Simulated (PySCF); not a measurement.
Isomers of C2H14OSi4, one GFN2-xTB conformer each. Single-point energies are computed at PBE0/pcSseg-1 (PySCF, gas phase, no added dispersion term), electronic only.

Question: Rank them by PBE0/pcSseg-1 energy, lowest first (kcal/mol).
A. `[CH3:1][CH2:2][SiH2:3][O:4][SiH:5]([SiH3:6])[SiH3:7]` with C1–C2–Si3–O4 -179°, C2–Si3–O4–Si5 -159°, Si3–O4–Si5–Si6 88°
B. `[CH3:1][O:2][Si@H:3]([CH2:4][SiH3:5])[SiH2:6][SiH3:7]` with C1–O2–Si3–C4 -55°, O2–Si3–C4–Si5 -53°, O2–Si3–Si6–Si7 25°
C. `[CH3:1][CH2:2][O:3][SiH2:4][SiH:5]([SiH3:6])[SiH3:7]` with C1–C2–O3–Si4 69°, C2–O3–Si4–Si5 175°, O3–Si4–Si5–Si6 -52°
D. `[CH3:1][SiH2:2][Si@@H:3]([CH2:4][SiH3:5])[O:6][SiH3:7]` with C1–Si2–Si3–C4 68°, Si2–Si3–C4–Si5 170°, Si2–Si3–O6–Si7 -130°

Answer: D (0.0), A (9.6), B (36.4), C (39.0).

As drawn, the lowest has an Si–C bond, which the highest lacks. GFN2-xTB itself gives, in the same order: 0.0, 3.6, 47.8, 45.7. Both levels put the same isomer lowest; measured from each level's own lowest isomer, the values differ by up to 11.4 kcal/mol (CO[Si@H](C[SiH3])[SiH2][SiH3]: 47.8 against 36.4).

Q: Which frontier levels, dipoles and rotational constants go with these structures?

A: 
| SMILES | HOMO (eV, PBE0/pcSseg-1) | LUMO (eV) | dipole (D) | A, B, C (MHz) |
| --- | --- | --- | --- | --- |
| C[SiH2][Si@@H](C[SiH3])O[SiH3] | -7.61 | -0.34 | 0.92 | 1289, 718.4, 488.4 |
| CC[SiH2]O[SiH]([SiH3])[SiH3] | -7.75 | -0.94 | 0.59 | 1471, 566.6, 461.2 |
| CO[Si@H](C[SiH3])[SiH2][SiH3] | -7.95 | -0.51 | 1.90 | 1233, 770.3, 668.7 |
| CCO[SiH2][SiH]([SiH3])[SiH3] | -7.98 | -0.68 | 1.58 | 1371, 643.5, 530.5 |
